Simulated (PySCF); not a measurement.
Se(I)(SeH), HISe₂, SMILES [SeH][Se]I, CAM-B3LYP/def2-SVP optimised geometry. Atoms within 1.6 Å of the plane z = 1.2 Å (x, y, z in Å): Se1 (-0.82, -1.24, 0.00), I2 (-1.49, 1.24, 0.00), Se3 (1.49, -1.24, 0.00), H4 (1.67, -1.17, 1.46).

Level of theory: CAM-B3LYP/def2-TZVP, def2 effective core potentials past Kr run with PySCF. The core electrons that the potentials of I replace are not part of the density.

Map of the Laplacian of the electron density (e/bohr⁵) on the plane z = 1.2 Å:

```
|@@@@@@@@@@@@@@@@@@@@@@@@@@@@@@@|
|@@@@@@@@@@@@@@@@@@@@@@@@@@@@@@@|
|@@@@@@@@@@@@@@@@@@@@@@@@@@@@@@@|
|@@@@@@@@@@@@@@@@@@@@@@@@@@@@@@@|
|@@@@@@@@@@@@@@@@@@@@@@@@@@@@@@@|
|@@@@@@@@@@@@@@@@@@@@@@@@@@@@@@@|
|@@@@@@@@@@@@@@@@@@@@@@@@@@@@@@@|
|@@@@@@@@@@@@@@@@@@@@@@@@@@@@@@@|
|@@@@@@@@@@@@@@@@@@@@@@@@@@@@@@@|
|@@@@@@@@@@@@@@@@@@@@@@@@@@@@@@@|
|@@@@@@@@@@@@@@@@@@@@@@@@@@@@@@@|
|@@@@@@@@@@@@@@@@@@@@@@@@@@@@@@@|
|@@@@@@@@@@@@@@@@@@@@@@@@@@@@@@@|
|@@@@@@@@@@@@@@@@@@@@@@@@@@@@@@@|
|@@@@@@@@@@@@@@@@@@@@@@@@@@@@@@@|
|@@@@@@@@@@@@@@@@@@@@@@@@@@@@@@@|
|@@@@@@@@@@@@@@@@@@@@@@@@@@@@@@@|
|@@@@@@@@@@@@@@@@@@@@@@@@@@@@@@@|
|@@@@@@@@@@@@@@@@@@@@@@@@@@@@@@@|
|@@@@@@@@@@@@@@@@@@@@@%*%@@@@@@@|
|@@@@@@@@@@@@@@@@@@@@@* +@@@@@@@|
|@@@@@@@@@@@@@@@@@@@@@#+#@@@@@@@|
|@@@@@@@@@@@@@@@@@@@@@@@@@@@@@@@|
|@@@@@@@@@@@@@@@@@@@@@@@@@@@@@@@|
|@@@@@@@@@@@@@@@@@@@@@@@@@@@@@@@|
|@@@@@@@@@@@@@@@@@@@@@@@@@@@@@@@|
|@@@@@@@@@@@@@@@@@@@@@@@@@@@@@@@|
|@@@@@@@@@@@@@@@@@@@@@@@@@@@@@@@|
|@@@@@@@@@@@@@@@@@@@@@@@@@@@@@@@|
|@@@@@@@@@@@@@@@@@@@@@@@@@@@@@@@|
|@@@@@@@@@@@@@@@@@@@@@@@@@@@@@@@|
```
Scale: ten equal steps from -1.10 (start of ' ') to 0.088 (end of '@'), in the order ' .:-=+*#%@'; x runs from -3.50 to 3.50, y from -3.50 (bottom) to 3.50 (top).
